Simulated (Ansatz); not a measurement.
LaF3. Total charge 0; singlet. Geometry r2SCAN-D4/def2-TZVP; atoms count from 1.

Cartesian coordinates in Å:
```
La -0.277 0.294 -0.097
F -1.453 -1.453 0.333
F 0.953 0.095 -1.848
F 0.777 1.064 1.612
```

In the def2 sets La takes a core potential; there is no spin–orbit coupling. The structure comes from a short search, and lower isomers may exist.

Estimate the Mulliken populations from the PBE0/def2-TZVP orbitals of Ansatz.


```tsv
atom	charge (e)	d electrons
La1	1.58	1.04
F2	-0.53	–
F3	-0.53	–
F4	-0.53	–
```
Mulliken values depend strongly on the basis.

And the Mayer bond orders between heavy atoms (over 0.3)?

La1–F2 0.80 (2.15 Å); La1–F3 0.80 (2.15 Å); La1–F4 0.80 (2.15 Å).
